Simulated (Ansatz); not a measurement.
Basis-set extrapolation for C2H4ClFOSi, SMILES `FC1(Cl)CO[SiH2]1` (PBE0-D4/def2-TZVP geometry, frozen core, Ansatz 0.2.0). Multiplicity 1, RHF reference.

|  | def2-TZVPP | def2-QZVPP |
| --- | --- | --- |
| HF | -1000.921714 | -1000.954875 |
| MP2 correlation | -1.113594 | -1.207133 |
| CCSD(T) correlation | -1.200977 | not run |

Energies in hartree. Use E(X) = E(∞) + A·exp(−7.88·√X) for Hartree–Fock and E(X) = E(∞) + B·X^(−2.97) for correlation, with X = 3 and 4, and add CCSD(T) minus MP2 of the smaller set to the MP2 limit.

**Question.** What is the CCSD(T) energy at the basis-set limit?

**Answer.** HF limit: -1000.954875 + (-0.033161) × 0.13774 = -1000.95944. MP2 limit: -1.207133 + (-0.093539) × 0.74074 = -1.27642. Higher-order term: -1.200977 − (-1.113594) = -0.08738. Total: -1002.32324 hartree, 526.5 kJ/mol below CCSD(T)/def2-TZVPP.
